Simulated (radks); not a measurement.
The numbers below are computed, except where a source is named.
Fractional charge and spin in the 5p shell of neodymium: the spin-up occupation runs from 2 to 3 and the spin-down occupation from 2 to 3; the fullest corner is Nd+, [Kr] 4d10 4f(up 2, down 2) 5s2 6s(up 0.5, down 0.5) 5p(up 3, down 3). Level of theory: scalar-relativistic Kohn-Sham, PBEsol, spin-polarised, spherical densities, finite nucleus; Fermi nuclear charge, rms radius of each element as measured or else 0.836 A^(1/3) + 0.57 fm (a radial shooting solver on a logarithmic mesh with Libxc functionals). Energy (eV) minus the two flat planes that join the four corners (they meet along the diagonal where the two added fractions sum to one electron); zero is where a piecewise linear energy would lie.

\begin{tabular}{lrrrrr}
down \ up & 2 & 2.25 & 2.5 & 2.75 & 3 \\ \hline
2 & 0.000 & -1.088 & -1.444 & -1.078 & 0.000 \\
2.25 & -1.088 & -1.390 & -0.973 & 0.153 & -1.003 \\
2.5 & -1.444 & -0.973 & 0.204 & -0.903 & -1.327 \\
2.75 & -1.078 & 0.153 & -0.903 & -1.279 & -0.988 \\
3 & 0.000 & -1.003 & -1.327 & -0.988 & 0.000 \\
\end{tabular}

Corners above the fullest one (they belong to Nd2+ and the next ion): (up 3, down 2) 33.267 eV, (up 2, down 3) 33.267 eV, (up 2, down 2) 78.458 eV. With half an added electron in each spin the energy lies 0.204 eV from the planes, and with half an added electron in spin up alone -1.444 eV. The planes are only a guide here: the flat-plane condition holds for ground states with one frontier orbital, while this shell lies below other occupied shells, so the corners above the fullest one are inner-hole states and not the ground states of those ions.
